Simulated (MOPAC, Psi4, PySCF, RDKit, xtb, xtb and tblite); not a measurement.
Two geometries of SMILES s1cccc1CCc1sccc1, relaxed at GFN2-xTB with one dihedral held; other torsions can differ between them too.

Structure A

```
22

C     -3.0330     0.9395     0.8382
C     -2.1667     1.7894     0.2361
S     -0.8781     0.9536    -0.5389
C     -1.5219    -0.5803    -0.0419
C     -0.8109    -1.8427    -0.3803
C      0.4773    -1.9966     0.4527
C      1.1857    -3.2598     0.1118
C      2.2832    -3.4311    -0.6716
C      2.6607    -4.7866    -0.8159
C      1.8396    -5.6293    -0.1441
S      0.5878    -4.7865     0.6820
C     -2.6608    -0.4162     0.6814
H     -3.9072     1.2600     1.3761
H     -2.1967     2.8599     0.1934
H     -0.5453    -1.8529    -1.4404
H     -1.4699    -2.6906    -0.1814
H      0.2130    -1.9869     1.5129
H      1.1359    -1.1485     0.2524
H      2.8132    -2.6145    -1.1292
H      3.5063    -5.1124    -1.3948
H      1.8843    -6.6980    -0.0762
H     -3.2242    -1.2378     1.0873
```

Structure B

```
22

C      2.7994     1.0143     1.1540
C      2.1682     1.7566     0.2128
S      0.9920     0.8417    -0.6473
C      1.3584    -0.5776     0.2831
C      0.6101    -1.8426     0.0495
C     -0.8361    -1.7591     0.5932
C     -1.7609    -2.6127    -0.2005
C     -2.6008    -2.2401    -1.2020
C     -3.2990    -3.3268    -1.7780
C     -2.9749    -4.5135    -1.2100
S     -1.8103    -4.3308     0.0431
C      2.3325    -0.3204     1.1954
H      3.5698     1.3977     1.7989
H      2.3147     2.7883    -0.0381
H      0.5612    -2.0318    -1.0266
H      1.1364    -2.6756     0.5171
H     -0.8481    -2.0485     1.6449
H     -1.1808    -0.7246     0.5184
H     -2.7224    -1.2192    -1.5183
H     -4.0095    -3.2226    -2.5785
H     -3.3441    -5.4923    -1.4432
H      2.7128    -1.0616     1.8759
```

**Question.** Which is lower in energy at the level B3LYP-D3(BJ)/def2-SVP // GFN2-xTB (Psi4), and by how much?

**Answer.** A is lower, by 7.24 kJ/mol (dihedral C4–C5–C6–C7: 180° in A, 150° in B).

E(B) − E(A) in kJ/mol at the other levels, on the same two geometries: GFN2-xTB (xtb and tblite) 5.11; MMFF94 // GFN2-xTB (RDKit) 7.06; B3LYP/def2-SVP // GFN2-xTB (Psi4) 7.61; PBE/def2-SVP // GFN2-xTB (Psi4) 7.28; PBE-D3(BJ)/def2-SVP // GFN2-xTB (Psi4) 7.01; UFF // GFN2-xTB (RDKit) 8.63; PM3, restricted, heats of formation // GFN2-xTB (MOPAC) 3.32; PM7, restricted, heats of formation // GFN2-xTB (MOPAC) 2.52; GFN1-xTB // GFN2-xTB (xtb) 4.12; restricted B3LYP/6-31G*, spherical d, density fitting // GFN2-xTB (PySCF) 7.44; restricted B3LYP/3-21G, density fitting // GFN2-xTB (PySCF) 7.79; restricted Hartree-Fock/3-21G, density fitting // GFN2-xTB (PySCF) 8.55.
